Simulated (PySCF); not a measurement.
## Deuteron quadrupole couplings in `Cc1ccc([PH2+]N)cc1`

C₇H₁₁NP (charge +1).
Atom-mapped SMILES: `[CH3:1][c:2]1[cH:3][cH:4][c:5]([PH2+:6][NH2:7])[cH:8][cH:9]1` (hydrogens: H10, H11, H12 on C1; H13 on C3; H14 on C4; H15, H16 on P6; H17, H18 on N7; H19 on C8; H20 on C9)

Structure used (GFN2-xTB), in Å, numbered top down from 1:
```xyz
20
C7H11NP angstrom
C      3.3338    0.1130    0.5073
C      1.8819    0.0153    0.1958
C      1.3781    0.5190   -1.0039
C      0.0318    0.4506   -1.2949
C     -0.8418   -0.1287   -0.3726
P     -2.5895   -0.2442   -0.7376
N     -3.6537    0.3304    0.3708
C     -0.3533   -0.6370    0.8341
C      0.9952   -0.5612    1.1078
H      3.6494   -0.6871    1.1717
H      3.9323    0.0873   -0.3996
H      3.5341    1.0607    1.0091
H      2.0543    0.9698   -1.7144
H     -0.3474    0.8420   -2.2283
H     -3.0177   -1.5354   -0.9422
H     -2.8419    0.4468   -1.9014
H     -3.5385    1.2888    0.6842
H     -3.9560   -0.2763    1.1242
H     -1.0293   -1.0891    1.5473
H      1.3730   -0.9540    2.0396
```

Level: PBE0/pcSseg-1 (PySCF, non-relativistic); Q(2H) = 0.00286 b; rigid geometry, the same for H and D, with no vibrational averaging.

Task: Rank these positions by the coupling χzz of a deuteron there, largest first.
A. H11 (methyl hydrogen)
B. H18 (N–H hydrogen)
C. H17 (N–H hydrogen)
D. H14 (aromatic hydrogen)
E. H15 (P–H hydrogen)

Result: B (265 kHz), C (261 kHz), D (214 kHz), A (208 kHz), E (134 kHz).

Task: Give the electric field gradient Vzz (the principal value of largest size), its asymmetry and the 2H coupling at each hydrogen.

Result: 
```json
{"atom": "H10", "bonded to": "C1", "bond length (Å)": "1.087", "Vzz (au)": "0.3105", "η": "0.04", "χzz (kHz)": "209"}
{"atom": "H11", "bonded to": "C1", "bond length (Å)": "1.087", "Vzz (au)": "0.3102", "η": "0.04", "χzz (kHz)": "208"}
{"atom": "H12", "bonded to": "C1", "bond length (Å)": "1.091", "Vzz (au)": "0.3053", "η": "0.03", "χzz (kHz)": "205"}
{"atom": "H13", "bonded to": "C3", "bond length (Å)": "1.079", "Vzz (au)": "0.3201", "η": "0.07", "χzz (kHz)": "215"}
{"atom": "H14", "bonded to": "C4", "bond length (Å)": "1.081", "Vzz (au)": "0.3190", "η": "0.09", "χzz (kHz)": "214"}
{"atom": "H15", "bonded to": "P6", "bond length (Å)": "1.376", "Vzz (au)": "0.1988", "η": "0.04", "χzz (kHz)": "134"}
{"atom": "H16", "bonded to": "P6", "bond length (Å)": "1.377", "Vzz (au)": "0.1972", "η": "0.02", "χzz (kHz)": "132"}
{"atom": "H17", "bonded to": "N7", "bond length (Å)": "1.015", "Vzz (au)": "0.3888", "η": "0.19", "χzz (kHz)": "261"}
{"atom": "H18", "bonded to": "N7", "bond length (Å)": "1.013", "Vzz (au)": "0.3947", "η": "0.19", "χzz (kHz)": "265"}
{"atom": "H19", "bonded to": "C8", "bond length (Å)": "1.082", "Vzz (au)": "0.3190", "η": "0.09", "χzz (kHz)": "214"}
{"atom": "H20", "bonded to": "C9", "bond length (Å)": "1.079", "Vzz (au)": "0.3203", "η": "0.07", "χzz (kHz)": "215"}
```

Task: Average by the element that carries the hydrogen.

Result: on C: 212 kHz over 7 positions, mean bond length 1.084 Å; on P: 133 kHz over 2 positions, mean bond length 1.376 Å; on N: 263 kHz over 2 positions, mean bond length 1.014 Å.

Task: How does χzz go with the bond length over the 7 C–H bonds?

Result: A straight-line fit has a slope of -9.1 kHz for each 0.01 Å, with a correlation coefficient of -1.00, over lengths from 1.079 to 1.091 Å. The longer bonds have the smaller couplings here.

Task: A static deuteron (I = 1) shows a doublet split by (3/2)χ, (3/4)χ(1 + η) and (3/4)χ(1 − η) with the field along z, y and x of the gradient. What are these for H10?

Result: With |χ| = 208.7 kHz and η = 0.045: 313, 164 and 149 kHz, to first order and without motion.

Geometry: GFN2-xTB, one conformer, isolated ion. GFN2-xTB bond lengths can be off by several hundredths of an ångström, more for odd bonds, and the gradients follow them. With a basis this small, the couplings can be 20 % off.
